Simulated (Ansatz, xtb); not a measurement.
Relative energy of two isomers of C2H10BrNSi2

Structure I: `CCN[SiH2][SiH2]Br`, a singlet. Structure II: `CC[Si@H](N)[SiH2]Br`, a singlet. Both are isolated molecules in the gas phase, relaxed with PBE-D3(BJ)/def2-SVP; each stands in its lowest conformer found.

Estimate which is lower in electronic energy at CCSD(T)/def2-SVP + ΔMP2/def2-TZVPP, and by roughly how much.

The CCSD(T)/def2-SVP + ΔMP2/def2-TZVPP calculation puts structure II lower, by 15.8 kcal/mol.

How the difference moves with the method:

| level | geometry | E(II) − E(I) (kcal/mol) | departure from the last row (kcal/mol) | job, with rough time for the two |
| --- | --- | --- | --- | --- |
| GFN2-xTB | GFN2-xTB | +8.8 | +24.6 | optimisation, 0.48 s |
| HF/STO-3G | GFN2-xTB | −10.0 | +5.8 | single point, 0.56 s |
| r2SCAN-D4/def2-SVP | GFN2-xTB | −14.4 | +1.4 | single point, 5.1 s |
| PBE-D3(BJ)/def2-SVP | PBE-D3(BJ)/def2-SVP | −13.0 | +2.8 | optimisation, 55 s |
| HF/def2-SVP | PBE-D3(BJ)/def2-SVP | −11.8 | +4.0 | part of the CCSD(T) run |
| MP2/def2-SVP | PBE-D3(BJ)/def2-SVP | −13.5 | +2.2 | part of the CCSD(T) run |
| CCSD(T)/def2-SVP | PBE-D3(BJ)/def2-SVP | −12.1 | +3.7 | single point |
| CCSD(T)/def2-SVP + ΔMP2/def2-TZVPP | PBE-D3(BJ)/def2-SVP | −15.8 |  | single point, 1.9 min |

As drawn, II has 1 C–Si, 1 N–H in place of 1 C–N, 1 Si–H.

GFN2-xTB puts the two in the other order. The largest departure from CCSD(T)/def2-SVP + ΔMP2/def2-TZVPP is that of GFN2-xTB, 24.6 kcal/mol. The last row adds to CCSD(T) the change of the MP2 difference between the two basis sets, here −3.7 kcal/mol, a large step that makes the value less sure.

With thermal terms from frequencies at re-optimised GFN2-xTB minima (ideal gas, soft modes damped towards free rotors, one conformer each, 298.15 K, 1 atm): the zero-point term adds +0.5 kcal/mol; ΔH is −14.8 and ΔG −15.7 kcal/mol.

The correlated steps freeze 22 core orbitals; the filled d shell of Br is correlated, in a basis made for valence electrons. Mirror images aren't counted in ΔG. Run with Ansatz 0.2.0, xtb 6.7.1; the last row on 4 threads of Arm Neoverse V1 on a shared host.
